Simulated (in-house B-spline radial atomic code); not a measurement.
**RPA and G0W0 on BHandHLYP: Cl-**

Configuration [Ne] 3s2 3p6, mean-field start BHandHLYP. Computed with an all-electron radial atomic-structure program (B-spline basis): all electrons, scalar-relativistic (spin-free one-electron X2C), finite nucleus, each spin shell either full or empty, empty states to l = 9 with an (l + 1/2)⁻⁴ tail; G0W0 by contour deformation at full frequency.

Command:
```bash
python run_gw.py task.json out
```
Settings (radii: box in bohr, nucleus in fm):
```
Z                        17
electrons                18
configuration            [Ne] 3s2 3p6
hamiltonian              x2c
method                   bhandhlyp
lmax                     9
rms_radius               3.3654
spin_polarised           False
box_radius               60
intervals                75
```

Run time, properties included: 2.6 s on 1 thread of Arm Neoverse N1 (shared host).

Energies (hartree):

```tsv
term	value
mean-field total	-461.71703
Hartree-Fock functional on these orbitals	-460.98599
direct second order	-1.1657
second-order exchange	0.3979
SOSEX correction	0.35848
```

Problem. What is the RPA correlation energy, and what remains with SOSEX?

Solution. RPA gives -1.0043 hartree (-1.52 eV per electron); RPA + SOSEX gives -0.64577, and the second-order doubles -0.7678 hartree (no singles). RPA lacks exchange-type terms and so overcorrelates at short range.

Quasi-particle levels (eV):

```json
{"level": "3p", "occupied": "yes", "mean field": "-2.155", "Σx - vxc": "-1.88", "Σc": "?", "QP weight": "?", "G0W0": "?"}
```

G0W0 = mean field + (Σx - vxc) + Σc, with Σc (partial-wave tail included) taken at the quasi-particle energy. Only the outer levels were computed. Levels of low weight are left out.

Problem. Where does G0W0 put 3p?

Solution. At -3.686 eV, with Σc = 0.35 eV and a quasi-particle weight of 0.843. The tabulated removal energy is 3.613 eV (electron affinity of the neutral atom); the calculation leaves out spin-orbit coupling, Breit and QED terms, and what these don't explain is the method's own error.
